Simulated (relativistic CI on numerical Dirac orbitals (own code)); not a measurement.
**One change at a time: Sn XXIV**

Base calculation: Dirac-Coulomb-Breit CI, separate exchange-only KLI orbitals for each configuration, model QED (radiative potential, 1s self-energy scaled to tabulated hydrogen-like ionisation energies), unscaled Slater integrals.

CI space (outside the closed core [Ne]): 3s²3p⁶3d⁹, 3s²3p⁵3d¹⁰, 3s3p⁶3d¹⁰, 3s²3p⁶3d⁸4s, 3s²3p⁶3d⁸4p, 3s²3p⁶3d⁸4d, 3s²3p⁶3d⁸4f, 3s²3p⁴3d¹⁰4s, 3s²3p⁵3d⁹4s, 3s²3p⁶3d⁷4s², 3s²3p⁴3d¹⁰4p, 3s²3p⁵3d⁹4p, 3s²3p⁶3d⁷4s4p, 3s²3p⁶3d⁸5s, 3s²3p⁴3d¹⁰4d, 3s²3p⁶3d⁷4p², 3s3p⁵3d¹⁰4s, 3s²3p⁶3d⁸5p, 3s²3p⁶3d⁷4s4d, 3s²3p⁵3d⁹4d, 3s3p⁵3d¹⁰4p, 3s3p⁶3d⁹4s, 3s²3p⁶3d⁸5d, 3s²3p⁶3d⁷4p4d, 3s²3p⁶3d⁸5f, 3s²3p⁵3d⁸4s², 3s²3p⁶3d⁸5g, 3s3p⁶3d⁹4p, 3s3p⁵3d¹⁰4d, 3p⁶3d¹⁰4s, 3s²3p⁵3d⁹4f, 3s²3p⁶3d⁷4d², 3s²3p⁵3d⁸4s4p, 3s²3p⁶3d⁸6s, 3s²3p⁶3d⁸6p, 3p⁶3d¹⁰4p. Levels of other configurations are missing.

The lowest level and the first level of each name with at least 55 % of one term (blank where a level has no safe partner in the second run):

```tsv
Level	Base (eV)	Shift (eV)
3s²3p⁶3d⁹ ²D5/2	0.000	0.000
3s²3p⁶3d⁹ ²D3/2	8.951	-8.951
3s²3p⁵3d¹⁰ ²P°3/2	226.040	-12.332
3s²3p⁵3d¹⁰ ²P°1/2	270.261	-56.554
3s3p⁶3d¹⁰ ²S1/2	395.752	-64.484
3s²3p⁶3d⁸4s ⁴F9/2	470.063	+24.605
3s²3p⁶3d⁸4s ²F7/2	471.751	
3s²3p⁶3d⁸4s ⁴F7/2	479.022	
3s²3p⁶3d⁸4s ⁴F5/2	479.243	
3s²3p⁶3d⁸4s ⁴P1/2	484.031	+18.330
3s²3p⁶3d⁸4s ⁴P3/2	486.762	+15.598
3s²3p⁶3d⁸4s ²P1/2	488.235	+16.674
3s²3p⁶3d⁸4s ²G9/2	488.720	+17.659
3s²3p⁶3d⁸4s ²G7/2	488.826	+17.553
```

At this charge energies of transitions that change n are usually good to better than 1 %, and those within a shell (Δn = 0) to a few per cent.

One thing was changed in a second run, which moved the levels as shown. Which?
A. valence Slater integrals scaled by 0.9
B. configuration mixing switched off
C. QED terms removed
D. Breit term removed
E. non-relativistic limit

E. Non-relativistic limit. Without relativity the fine structure collapses and s electrons lose their extra binding.

LS names give the leading component of a level, which can be under half, so a name can repeat, a term be missing and a line seem to break the LS rules.
